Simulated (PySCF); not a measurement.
**The third ionisation energy along group 13**

Calculated with PySCF 2.14 from differences of total energies of unrestricted determinants, without spin-orbit coupling. Values in eV. The last column holds reference values (NIST; (s) semi-empirical, (t) theoretical, else measured). Unmarked ones compare directly (S terms, centres of terms, or small fine structure); those marked * lie between the lowest fine-structure levels and include a spin-orbit shift.

| element | configurations | UHF | LDA | PBE0 | r2SCAN | MP2 (valence and next inner shell) | SCS-MP2 (valence and next inner shell) | reference |
| --- | --- | --- | --- | --- | --- | --- | --- | --- |
| B (aug-cc-pCVTZ-DK, spin-free X2C) | [He] 2s1 → 1s2 | 37.827 | 37.905 | 38.234 | 37.864 | 37.902 | 37.893 | 37.931 |
| Al (aug-cc-pCVTZ-DK, spin-free X2C) | [Ne] 3s1 → [Ne] | 28.088 | 28.868 | 28.731 | 28.429 | 28.358 | 28.299 | 28.448 |
| In (aug-cc-pwCVTZ-DK3, spin-free X2C) | [Kr] 4d10 5s1 → [Kr] 4d10 | 26.626 | 28.976 | 28.211 | 28.229 | 28.121 | 27.858 | 28.044 |
| Tl (aug-cc-pwCVTZ-DK3, spin-free X2C) | [Xe] 4f14 5d10 6s1 → [Xe] 4f14 5d10 | 28.148 | 30.744 | 29.949 | 30.162 | 29.915 | 29.625 | 29.852 |

Q: Which of these methods has the smallest mean absolute error against the measured values here?

A: MP2 (valence and next inner shell), with 0.064 eV.

```
                                method  elements  mean error (eV)  mean absolute error (eV)  largest error (eV)
                                   UHF         4           -0.896                     0.896              -1.704
                                   LDA         4            0.555                     0.567               0.931
                                  PBE0         4            0.212                     0.212               0.303
                                r2SCAN         4            0.102                     0.145               0.310
    MP2 (valence and next inner shell)         4            0.005                     0.064              -0.090
SCS-MP2 (valence and next inner shell)         4           -0.150                     0.150              -0.227
```

Errors include the incompleteness of the basis and the frozen core.

"Valence" correlates the outer s and p shells and, in groups 3 to 12 and the f block, the outer d or f shell, open or full, or the next shell where the ion has no valence electron left; the wider scheme adds the next inner shell.
